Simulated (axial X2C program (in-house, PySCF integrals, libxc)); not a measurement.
**NiSi at several levels of theory**

All values were computed with an in-house relativistic program for diatomic molecules. Spin-free means the one-electron spin-free X2C Hamiltonian; two-component (2c) means X2C with spin–orbit coupling and atomic mean-field two-electron Coulomb and Gaunt terms, so the difference of the two also holds small scalar two-electron terms. Basis: Ni dyall-cv3z [9s9p6d3f2g], Si dyall-v3z [8s7p2d1f] (cores contracted in-house); Gaussian nuclei, density fitting, unrestricted open shells. Masses: Ni 57.935 u, Si 27.977 u.

State, spin-free: M_S = 0, Λ = 3 (beyond evenly filled blocks: π+α, δ+α, δ+β, δ-β); electrons by block: σα: 11, σβ: 11, π+α: 5, π+β: 4, π-α: 4, π-β: 4, δ+α: 1, δ+β: 1, δ-β: 1. Fragments: Ni + Si.

State, 2c: Ω = 3 (⟨Sz⟩ = 0.00, ⟨Lz⟩ = 3.00 at PBE0); electrons by block: 1/2: 16, -1/2: 15, 3/2: 5, -3/2: 5, 5/2: 1. Fragments: Ni + Si.

```json
{"Hamiltonian": "spin-free", "level": "PBE0", "Re (Å)": "2.184", "ωe (cm⁻¹)": "375.7", "De (eV)": "2.13", "μ (D)": "-1.68"}
{"Hamiltonian": "spin-free", "level": "HF", "Re (Å)": "2.366", "ωe (cm⁻¹)": "260.9", "De (eV)": "-1.18", "μ (D)": "-2.97"}
{"Hamiltonian": "spin-free", "level": "CCSD", "Re (Å)": "2.179", "ωe (cm⁻¹)": "371.3", "De (eV)": "1.74", "μ (D)": "n/a"}
{"Hamiltonian": "spin-free", "level": "CCSD(T)", "Re (Å)": "2.152", "ωe (cm⁻¹)": "406.1", "De (eV)": "n/a", "μ (D)": "n/a"}
{"Hamiltonian": "spin-free", "level": "B97-3", "Re (Å)": "2.209", "ωe (cm⁻¹)": "356.0", "De (eV)": "2.18", "μ (D)": "-1.61"}
{"Hamiltonian": "2c", "level": "PBE0", "Re (Å)": "2.184", "ωe (cm⁻¹)": "376.0", "De (eV)": "n/a", "μ (D)": "-1.68"}
{"Hamiltonian": "2c", "level": "HF", "Re (Å)": "2.365", "ωe (cm⁻¹)": "260.6", "De (eV)": "-1.21", "μ (D)": "-2.95"}
{"Hamiltonian": "2c", "level": "CCSD", "Re (Å)": "2.178", "ωe (cm⁻¹)": "372.2", "De (eV)": "1.72", "μ (D)": "n/a"}
{"Hamiltonian": "2c", "level": "CCSD(T)", "Re (Å)": "2.152", "ωe (cm⁻¹)": "407.6", "De (eV)": "n/a", "μ (D)": "n/a"}
{"Hamiltonian": "2c", "level": "B97-3", "Re (Å)": "2.209", "ωe (cm⁻¹)": "356.4", "De (eV)": "n/a", "μ (D)": "-1.61"}
```

Correlated methods: 14 electrons correlated (number of frozen shells: Ni 3 s, 2 p; Si 2 s, 1 p), 220 virtual spin orbitals or spinors in MP2, 90 natural virtuals in coupled cluster.

Dipoles are positive if Si is the positive end.

The state is a single determinant with fixed occupations, the lowest that a limited PBE0 search found. Dissociation energies refer to the lowest single-determinant-based atoms at the same level and basis. De is not given where an atomic determinant may have missed its ground term or J level, or where the truncated virtual space spoils (T). Density functionals use the spin component along the axis (collinear). CCSD and (T) use frozen natural virtuals with an MP2 correction for the truncation; (T) itself is uncorrected, so its De runs slightly low. In 2c an atomic determinant is not the ground J level, so De misses part of the atomic spin–orbit lowering. This holds for CCSD. PBE0 can misorder states that lie within some tenths of an eV, so this need not be the ground state of the molecule. The nearest other spin-free determinant of the search, M_S = 1, Λ = 1, lies 0.005 eV up at the distance of the search. The functionals have no current-density term, which raises determinants with orbital currents, atoms included. With several unpaired electrons one determinant need not be a pure state. A state of lower Ω lies just above, and one determinant can place such states too high, so the state shown need not be the lowest. The search has Ω = 2 only 0.01 eV up. Some points did not converge and are left out. The determinant is spin-polarised beyond a pure state at some levels (its spin-free form has ⟨S²⟩ too high), which makes Re and μ there less reliable. The T1 diagnostic is large, a sign of multireference character.

No reliable constants came from MP2 (2c), MP2 (spin-free): no minimum in range, unconverged points, a curve that is not smooth, a change of character along it, or the two Hamiltonians disagreeing along it.

Rough cost a point (2c) on 1 thread(s) of a shared host, integrals apart: PBE0 0.5 s, HF 0.9 s, CCSD(T) 11 s, B97-3 0.5 s.

The whole task took 3.6 min on 1 thread of Arm Neoverse V1 (shared host).
